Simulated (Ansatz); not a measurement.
Input for Ansatz (an electronic-structure program): R-B2PLYP/def2-TZVPP on C4H6BN (SMILES B1C=CC=CN1).

Ansatz 0.2 input:
```yaml
crystal:
  periodic: [false, false, false]
  atoms:
    - {symbol: C, position_ang: [1.37949548, 0.43394430, 0.00697066]}
    - {symbol: C, position_ang: [1.06930243, -0.90185945, 0.00786541]}
    - {symbol: C, position_ang: [-0.27414947, -1.35774559, 0.00115676]}
    - {symbol: C, position_ang: [-1.30179739, -0.46325992, -0.00646128]}
    - {symbol: N, position_ang: [-1.05875690, 0.87657437, -0.00774252]}
    - {symbol: B, position_ang: [0.25830352, 1.44364226, -0.00139628]}
    - {symbol: H, position_ang: [2.42633585, 0.71488494, 0.01233432]}
    - {symbol: H, position_ang: [1.85345873, -1.65296960, 0.01378722]}
    - {symbol: H, position_ang: [-0.49624487, -2.41528923, 0.00199062]}
    - {symbol: H, position_ang: [-2.33685389, -0.77848183, -0.01171898]}
    - {symbol: H, position_ang: [-1.87402323, 1.46992947, -0.01356618]}
    - {symbol: H, position_ang: [0.35492974, 2.63073028, -0.00321976]}
basis:
  gaussian:
    orbitals: def2-TZVPP
hamiltonian:
  xc: {name: B2PLYP}
magnetization: {spin_polarized: false}
correlation: {electrons: outside_noble_gas}
scf: {lower_state_search: off}
```

The log:

```
WARN ansatz: RAYON_NUM_THREADS=4 ignored (pool sized by the plan → 4); use --threads N
Functional definition: B2PLYP
these checks for a lower state are left out or cut short: stability, starts, cluster_reference, orbital_swaps, neighbouring_geometries, increment
integrals: 0.77 GiB planned
1617 factors; integrals over basis functions are off by at most 1.8e-3 eV
mean field: 1.63 GiB planned
mean field evaluation 1: about -6394.3388 eV, gradient 5.4e1 eV
mean field evaluation 2: about -6394.5232 eV, gradient 5.4e1 eV
mean field evaluation 4: about -6401.3161 eV, gradient 4.4e0 eV
mean field evaluation 8: about -6401.3637 eV, gradient 5.9e-1 eV
mean field evaluation 16: about -6401.3646 eV, gradient 7.4e-4 eV
mean field -6401.36455021 eV, -235.2458082195 hartree, gradient 1.5e-6 eV, S^2 0.000000; 0 other end points of the search recorded, 0 dependent functions left out
6 core orbitals not correlated
reference -6401.36472220 eV, -235.2458145399 hartree; 15, 15 occupied and 249, 249 virtual orbitals, 1617 factors
second order -31.10170572 eV of doubles, -0.00000000 eV of singles
Total energy: -6409.76218274 eV, -235.5544155229 hartree
Checks for a lower state left out: stability, starts, cluster_reference, orbital_swaps, neighbouring_geometries, increment
```

The calculation finished and met its thresholds.

Cost: roughly 14 core-seconds.
